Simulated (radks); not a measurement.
Question: The bismuth ion Bi8+ is in [Xe] 4f14 5d7. All-electron calculation, scalar-relativistic Kohn-Sham, r2SCAN, spin-polarised, spherical densities, finite nucleus; meta-GGA in the generalised Kohn-Sham scheme; Fermi nuclear charge, rms radius of each element as measured or else 0.836 A^(1/3) + 0.57 fm. Program: a radial shooting solver on a logarithmic mesh with Libxc functionals. Open shells are filled with parallel spins first. One electron is removed from 4f, 5d, 5p, 5s in turn, with full relaxation. Which removal costs least, and what does each cost?

Answer: 5d 143.11 eV; 5p 219.85 eV; 5s 285.07 eV; 4f 290.09 eV. The 5d electron leaves first.
